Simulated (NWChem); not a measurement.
Species: C$_{3}$H$_{5}$F; SMILES F/C=C\C

Program: NWChem. Structure relaxed at the PBE0/def2-SVP level.

Diagonal of the polarisability tensor at CAM-B3LYP/def2-SVPD, static: 37.77, 50.36, 30.67 bohr³.

Q: Find the mean polarisability volume, the molar refraction, and the refractive index that an ideal gas of it would have at 273.15 K and 1 atm.

A: 
1. Mean: one third of the trace = 39.60 bohr³ × 0.14818 Å³/bohr³ = 5.87 Å³.
2. Molar refraction (Lorentz-Lorenz): (4π/3) N_A α = 14.8 cm³/mol.
3. Number density p/kT = 2.687 × 10⁻⁵ Å⁻³; n − 1 = 2π N α = 9.91 × 10⁻⁴.
4. These hold the electronic response alone: vibrational and orientational terms add to the static dielectric constant.
